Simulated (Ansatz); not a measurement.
Gas-phase electronic energies from Ansatz, PBE0-D4/def2-TZVP geometries. CCSD(T)/CBS adds triple-zeta CCSD(T) − MP2 to the extrapolated MP2 energy (def2 sets, frozen cores). This one scheme is used for every species. DFT in def2-TZVPP. B3LYP here is the variant with VWN-RPA as its local correlation; programs differ in this. One conformer a species, not always the lowest.

`O[SiH](O)S[SiH2]Cl` + `O[SiH](O)F` → `O[SiH](O)O[SiH](O)F` + `S[SiH2]Cl`  (ligand exchange at the Si–S bond)

(1) Is it downhill or uphill in electronic energy at CCSD(T)/CBS, and by how much? (Best estimate.)

(2) What do these levels give: B3LYP-D4, ωB97X-V, B2PLYP, PBE, r2SCAN, PBE0, HF/def2-TZVPP, HF/def2-QZVPP, MP2/def2-QZVPP, HF/CBS(def2), MP2/CBS(def2), CCSD/CBS(def2)? (Best estimate.)

Largest T1 diagnostic among the species: 0.012.

## Answers

(1) Ansatz gave: Downhill: ΔE = -64.7 kJ/mol.

(2) Ansatz gave: B3LYP-D4 -67.2, ωB97X-V -65.2, B2PLYP -69.8, PBE -51.5, r2SCAN -62.0, PBE0 -56.7, HF/def2-TZVPP -87.7, HF/def2-QZVPP -89.8, MP2/def2-QZVPP -60.6, HF/CBS(def2) -90.1, MP2/CBS(def2) -58.4, CCSD/CBS(def2) -69.0 kJ/mol.

In def2-TZVPP, CCSD(T) changes the Hartree–Fock value by +19.4 kJ/mol (the triples alone add +4.3 kJ/mol) and MP2 by +25.7 kJ/mol. The D4 term adds +4.5 kJ/mol with B3LYP and +2.4 kJ/mol with PBE0; it sums over pairs of atoms, weighted by their polarisabilities, and B3LYP, whose exchange is more repulsive, gets the larger term. From PBE to PBE0 (25 % exact exchange), in def2-TZVPP and without D4, ΔE moves by −5.2 kJ/mol.
